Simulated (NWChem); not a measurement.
BeNH3; SMILES [BeH][NH2]

```xyz
5

Be    -0.0009    -0.9408     0.0000
H     -0.0038    -2.2724     0.0000
N     -0.0002     0.5615     0.0000
H     -0.0003     1.1479    -0.8260
H     -0.0003     1.1479     0.8260
```
Atoms are numbered in this order, from 1.

All runs use the structure optimised with B3LYP/6-31G* (spherical d).

Give the principal values of the shielding tensors (ppm) of Be1, N3 from KT2/pcSseg-1, GIAO (NWChem), with their diamagnetic and paramagnetic parts as GIAO splits them.


| atom | σ11 | σ22 | σ33 | isotropic | diamagnetic | paramagnetic |
|---|---|---|---|---|---|---|
| Be1 | 63.9 | 67.8 | 144.4 | 92.0 | 148.2 | -56.1 |
| N3 | 170.2 | 224.8 | 288.0 | 227.7 | 318.6 | -91.0 |
